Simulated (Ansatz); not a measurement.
input.yaml

```yaml
crystal:
  periodic: [false, false, false]
  atoms:
    - { symbol: Ti, position_ang: [0.0, 0.0, 0.0] }
    - { symbol: Cl, position_ang: [0.0, 0.0, 2.72] }
    - { symbol: O, position_ang: [1.8106, 0.0, -0.6394] }
    - { symbol: H, position_ang: [2.1269, -0.9521, -0.756] }
    - { symbol: Cl, position_ang: [-1.1163, 1.9339, -0.7892] }
    - { symbol: F, position_ang: [-0.8619, -1.4933, -0.6094] }
    - { symbol: O, position_ang: [0.8322, 1.9354, 0.7] }
    - { symbol: H, position_ang: [1.6233, 1.7635, 1.304] }
    - { symbol: H, position_ang: [0.5883, 1.3681, 1.9123] }
basis:
  gaussian: { orbitals: def2-SVP }
hamiltonian:
  xc: b3lyp
relax:
  f_tol: 0.15
  max_steps: 25
  restrain:
    - { distance: [0, 6], at: 3.12, k: 30.0 }
    - { distance: [8, 1], at: 2.57, k: 30.0 }
    - { distance: [0, 1], at: 2.37, k: 30.0 }
    - { distance: [8, 6], at: 1.01, k: 30.0 }
output:
  orbitals: {}
```

Command:

```bash
$ ansatz run input.yaml --threads 4 --pin off --max-ram 5120MiB --backend cpu --events-out ev --progress --plain --runs-dir out
```

Hardware: 4 threads of Arm Neoverse V1 (shared host).

Q: Roughly how long does this run take, and how much memory?

A: 34 s, with a peak of 0.36 GiB, for 10 ionic steps.
